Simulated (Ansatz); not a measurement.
Program: Ansatz. Geometries: PBE0-D4/def2-TZVP. ΔE: electronic, gas phase. CCSD(T)/CBS adds triple-zeta CCSD(T) − MP2 to the extrapolated MP2 energy (def2 sets, frozen cores). DFT in def2-TZVPP. B3LYP here is the variant with VWN-RPA as its local correlation; programs differ in this. Each species was taken in one conformer, which may not be the lowest.

`F[CH]([AlH2])[SiH2][SiH3]` → `F[CH2][Al]([SiH3])[SiH3]`  (isomerisation)

`F[CH]([AlH2])[SiH2][SiH3]`:

```xyz
13

F     1.988   -0.485    1.842
C     0.778   -0.523    1.116
Al   -0.671    0.403    2.091
Si    1.079    0.131   -0.636
Si   -0.888   -0.068   -1.899
H     0.497   -1.582    1.003
H    -2.139    0.241    1.511
H    -0.348    1.267    3.376
H     2.188   -0.617   -1.292
H     1.467    1.568   -0.572
H    -0.584    0.155   -3.338
H    -1.893    0.937   -1.462
H    -1.476   -1.426   -1.739
```

`F[CH2][Al]([SiH3])[SiH3]`:

Z-matrix (Å, degrees):
```
C
Al 1 1.986
F 1 1.399 2 112.0
H 1 1.099 2 111.7 3 120.9
H 1 1.099 2 111.7 3 -120.9
Si 2 2.461 1 118.0 3 180.0
Si 2 2.456 1 118.3 3 -0.1
H 6 1.491 2 113.6 1 -0.0
H 6 1.492 2 110.5 1 120.8
H 6 1.492 2 110.5 1 -120.9
H 7 1.490 2 112.5 1 179.1
H 7 1.491 2 110.5 1 -60.5
H 7 1.491 2 110.7 1 58.6
```

```json
{"level": "PBE-D4", "ΔE (kcal/mol)": "-7.7"}
{"level": "B3LYP-D4", "ΔE (kcal/mol)": "-5.2"}
{"level": "ωB97X-V", "ΔE (kcal/mol)": "-5.1"}
{"level": "ωB97M-V", "ΔE (kcal/mol)": "-3.5"}
{"level": "B3LYP", "ΔE (kcal/mol)": "-7.3"}
{"level": "CCSD(T)/def2-TZVPP", "ΔE (kcal/mol)": "-6.4"}
{"level": "SCS-MP2/def2-QZVPP", "ΔE (kcal/mol)": "-4.2"}
{"level": "MP2/CBS(def2)", "ΔE (kcal/mol)": "-3.6"}
```

What does CCSD(T)/CBS give? (An estimate is asked.)

The calculation gave: -5.6 kcal/mol. The listed levels differ from it by -2.1, 0.4, 0.5, 2.1, -1.7, -0.8, 1.4, 2.0 kcal/mol.

Largest T1 diagnostic among the species: 0.013.

The D4 term adds +2.1 kcal/mol with B3LYP and +1.1 kcal/mol with PBE0; it sums over pairs of atoms, weighted by their polarisabilities, and B3LYP, whose exchange is more repulsive, gets the larger term.
